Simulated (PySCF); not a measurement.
GeCl2 at several levels of theory

All levels use the PBE0 minimum (singlet; Ge–Cl 2.191 Å (×2); Cl–Ge–Cl 100.2°), basis [Ge def2-SVP, Cl def2-SVP], no relativity, density fitting, no spin–orbit coupling, PySCF. For vertical energies the ionised species is a doublet (spins chosen at PBE0 and kept) and the electron-attached one a doublet. Atomisation goes to high-spin ground-configuration atoms, without zero-point energy. Open shells are unrestricted, also as the reference of the correlated levels. A dash marks a value that was not computed or is not defined at that level.

```tsv
level	atomisation (kJ/mol)	vertical IP (eV)	vertical EA (eV)	−ε(HOMO) (eV)	gap (eV)	dipole (D)
PBE0	794	10.29	0.90	8.00	5.01	1.95
HF	529	9.65	0.63	10.42	10.44	2.28
MP2	–	10.04	0.57	–	–	–
PBE	831	10.05	0.66	6.83	3.18	1.69
B3LYP	776	10.24	0.76	7.72	4.61	1.89
r2SCAN	–	10.27	0.95	7.20	3.51	1.85
TPSSh	802	10.23	0.86	7.44	4.03	1.91
PBEsol	–	10.07	0.66	6.84	3.17	1.66
LC-wPBE	–	10.55	1.16	10.54	9.61	2.16
```

Without diffuse functions attachment energies tend to come out too low.
